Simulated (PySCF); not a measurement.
C7H11BO.
Cartesian coordinates in Å at the PBE0-D3(BJ)/def2-SVP level; atoms count from 1:
```xyz
20
C7H11BO angstrom
C      2.4021   -2.4893    0.0335
C      1.8068   -1.4642   -0.2172
C      1.1000   -0.2268   -0.4766
B      1.7443    1.1527   -0.0691
C      0.5708    2.0924    0.3642
C     -0.7023    1.3516   -0.0552
C     -0.3478   -0.1392    0.0335
O     -1.1687   -0.9833   -0.7157
C     -2.4181   -1.2343   -0.1498
H      2.9266   -3.4012    0.2480
H      1.0255   -0.0809   -1.5821
H      2.9221    1.4101   -0.1005
H      0.6623    2.0995    1.4732
H      0.6256    3.1506    0.0677
H     -0.9440    1.5691   -1.1099
H     -1.5889    1.6152    0.5415
H     -0.3600   -0.4562    1.0990
H     -2.3284   -1.6560    0.8708
H     -3.0511   -0.3281   -0.0898
H     -2.9311   -1.9699   -0.7848
```

Level: PBE0/pcSseg-1 in PySCF, non-relativistic, on one gas-phase PBE0-D3(BJ)/def2-SVP geometry that isn't relaxed in the solvent. The solvent is an IEF-PCM continuum (Bondi radii, 1.10 Å for H, scaled by 1.2). Specific hydrogen bonds and non-electrostatic terms are outside this model.

```tsv
run	E − E(gas) (kcal/mol)	HOMO (eV)	HOMO–LUMO gap (eV)	dipole (D)
gas	0.00	-7.18	6.13	2.11
P	-6.32	-7.30	6.39	2.89
Q	-5.11	-7.28	6.35	2.73
```

The runs were made in dimethylsulfoxide and tetrahydrofuran. Which run belongs to which solvent?

P = dimethylsulfoxide, Q = tetrahydrofuran. The dielectric constants are 7.426 (tetrahydrofuran), 46.83 (dimethylsulfoxide), and the energy falls further as ε rises. In this model the ground state sees the solvent through ε alone.

How constant is the ratio of the lowering to (ε − 1)/(2ε + 1)?

```
          solvent  (ε − 1)/(2ε + 1)  E − E(gas) (kcal/mol)  ratio (kcal/mol)  polarisation term (kcal/mol)
  tetrahydrofuran             0.405                  -5.11             -12.6                         -5.69
dimethylsulfoxide             0.484                  -6.32             -13.1                         -7.24
```

The ratio changes by +3.6 % in size from tetrahydrofuran to dimethylsulfoxide. The polarisation term is half the interaction of the solute with the induced surface charges.

Time: 69 s wall; peak memory 1.2 GiB. Hardware: Arm Neoverse N1, one thread, no GPU, shared host. This is the whole shielding run at PBE0/pcSseg-1 in dimethylsulfoxide, SCF included.
